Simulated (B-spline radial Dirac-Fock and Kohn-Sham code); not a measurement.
## Dipole and non-dipole photoemission parameters of Mn²⁺ 3p3/2

System: the Mn²⁺ ion, [Ar] 3d5; threshold 79.21 eV (orbital energy of the model). These are calculated numbers from a radial finite-basis atomic code; the model is Dirac-Hartree-Slater photoionisation with a Latter tail; cross sections with all multipoles, angular parameters from the dipole term and its interference with E2.

| hν (eV) | σ (kb) | β | γ | δ |
| --- | --- | --- | --- | --- |
| 100 | 563 | -0.126 | 0.031 | 0.051 |
| 146 | 703 | 0.986 | 0.135 | 0.007 |
| 183 | 637 | 1.282 | 0.075 | 0.000 |
| 400 | 234 | 1.616 | -0.012 | 0.002 |
| 597 | 110 | 1.627 | 0.065 | 0.006 |
| 610 | 105 | 1.626 | 0.071 | 0.006 |
| 621 | 101 | 1.625 | 0.077 | 0.006 |
| 674 | 85.0 | 1.618 | 0.102 | 0.007 |
| 722 | 73.2 | 1.611 | 0.125 | 0.008 |
| 750 | 67.3 | 1.606 | 0.139 | 0.008 |
| 1000 | 34.6 | 1.558 | 0.255 | 0.013 |
| 1400 | 14.9 | 1.475 | 0.413 | 0.021 |
| 1580 | 10.9 | 1.439 | 0.474 | 0.024 |
| 2000 | 5.75 | 1.361 | 0.595 | 0.034 |
| 2460 | 3.21 | 1.284 | 0.703 | 0.046 |
| 2950 | 1.90 | 1.211 | 0.798 | 0.058 |
| 2984.4 | 1.84 | 1.206 | 0.804 | 0.058 |
| 3070 | 1.69 | 1.194 | 0.819 | 0.061 |
| 3490 | 1.15 | 1.139 | 0.886 | 0.071 |
| 3980 | 0.771 | 1.081 | 0.955 | 0.084 |
| 4190 | ? | ? | ? | ? |
| 4860 | 0.413 | 0.990 | 1.055 | 0.106 |
| 5410 | 0.293 | 0.939 | 1.105 | 0.120 |
| 8047.8 | 0.0795 | 0.753 | 1.271 | 0.183 |
| 8450 | 0.0675 | 0.730 | 1.290 | 0.192 |
| 12000 | 0.0202 | 0.572 | 1.412 | 0.267 |
| 13700 | 0.0127 | 0.514 | 1.455 | 0.300 |
| 13800 | 0.0124 | 0.511 | 1.458 | 0.302 |
| 15000 | 0.00923 | 0.476 | 1.484 | 0.324 |

Q: Give the values at 4190 eV.

A: σ = 0.658 kb, β = 1.058, γ = 0.981, δ = 0.089.
